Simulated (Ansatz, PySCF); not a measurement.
Process, species as SMILES: C#CO -> C#C[O-] + H+
Each molecule is optimised on its own at B3LYP-D3(BJ)/def2-TZVP (Ansatz, a program for electronic structure).

Wanted: gas-phase deprotonation energy (enthalpy at 298 K, with B3LYP-D3(BJ) rigid-rotor harmonic-oscillator terms from PySCF), in kJ/mol. Valence correlation only, unless marked. No spin-orbit coupling. Non-relativistic. Anions need diffuse functions: aug- sets have them; def2-D sets add few; the other sets have none. Basis-set limits of correlation are two-point, X^-3; Hartree-Fock from the larger set. [CCSD(T)-MP2]/basis is that difference in the basis named.

```json
[
 {"level": "PBE/def2-TZVPD", "program": "Ansatz", "gas-phase deprotonation energy (kJ/mol)": "1363.8"},
 {"level": "B97M-V/def2-TZVPD", "program": "Ansatz", "gas-phase deprotonation energy (kJ/mol)": "…"},
 {"level": "BHLYP-D4/def2-TZVPD", "program": "Ansatz + dftd4", "gas-phase deprotonation energy (kJ/mol)": "1397.7"},
 {"level": "r2SCAN0/def2-TZVPD", "program": "Ansatz", "gas-phase deprotonation energy (kJ/mol)": "…"},
 {"level": "PW6B95/def2-TZVPD", "program": "PySCF", "gas-phase deprotonation energy (kJ/mol)": "1387.7"},
 {"level": "MN15/def2-TZVPD", "program": "PySCF", "gas-phase deprotonation energy (kJ/mol)": "1393.0"},
 {"level": "HSE06-D3(BJ)/def2-TZVPD", "program": "Ansatz + dftd3", "gas-phase deprotonation energy (kJ/mol)": "…"},
 {"level": "wB97M-V/def2-TZVPD", "program": "Ansatz", "gas-phase deprotonation energy (kJ/mol)": "…"},
 {"level": "SCS-MP2/STO-3G", "program": "Ansatz", "gas-phase deprotonation energy (kJ/mol)": "1910.7"},
 {"level": "SCS-MP2/cc-pwCVTZ", "program": "Ansatz", "gas-phase deprotonation energy (kJ/mol)": "1416.4"},
 {"level": "RI-MP2/CBS(aug-cc-pVTZ,aug-cc-pVQZ)+[CCSD(T)-MP2]/aug-cc-pVTZ", "program": "Ansatz", "gas-phase deprotonation energy (kJ/mol)": "1390.5"}
]
```

Complete the blanks.


- B97M-V/def2-TZVPD, gas-phase deprotonation energy (kJ/mol): 1377.3
- r2SCAN0/def2-TZVPD, gas-phase deprotonation energy (kJ/mol): 1383.2
- HSE06-D3(BJ)/def2-TZVPD, gas-phase deprotonation energy (kJ/mol): 1383.8
- wB97M-V/def2-TZVPD, gas-phase deprotonation energy (kJ/mol): 1379.1
